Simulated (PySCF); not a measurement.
## BiOCl at several levels of theory

Computed with PySCF 2.14.0 (density fitting, no spin-orbit coupling) at the geometry relaxed with PBE0:

```xyz
3
BiOCl (singlet)
Bi    0.1545    0.0000   -0.5037
O     1.6267    0.0000    0.7227
Cl   -1.8612    0.0000    0.9505
```

| level | basis | state | HOMO (eV) | gap (eV) | charge on Bi1 (e) | dipole about the centre of mass (D) | largest force component (eV/Å) |
| --- | --- | --- | --- | --- | --- | --- | --- |
| PBE0 | Bi def2-SVP with ECP60, O def2-SVP, Cl def2-SVP | singlet | -7.80 | 4.24 | 0.91 | 4.68 | 0.01 |
| B3LYP | the same | singlet | -7.49 | 3.78 | 0.87 | 4.51 | 0.48 |
| PBE0 | Bi def2-TZVP with ECP60, O def2-TZVP, Cl def2-TZVP | singlet | -8.00 | 4.24 | 0.99 | 4.83 | 0.94 |

Charges are Mulliken's, which hang on the basis. The relaxation used the grid (50, 194), these runs (75, 302) or, all-electron (x2c bases, spin-free X2C Hamiltonian), (99, 590).

Task: What does r2SCAN with Bi def2-SVP with ECP60, O def2-SVP, Cl def2-SVP give here?

Result: state singlet, HOMO (eV) -6.70, gap (eV) 2.47, charge on Bi1 (e) 0.88, dipole about the centre of mass (D) 4.48, largest force component (eV/Å) 0.44. Time: 1.6 s on 2 threads of Arm Neoverse V2, on a shared host, from an already converged density.

In the first row's basis the gap widens with exact exchange: 2.5 eV for r2SCAN (none); 3.8 to 4.2 eV for B3LYP, PBE0 (a fixed share).
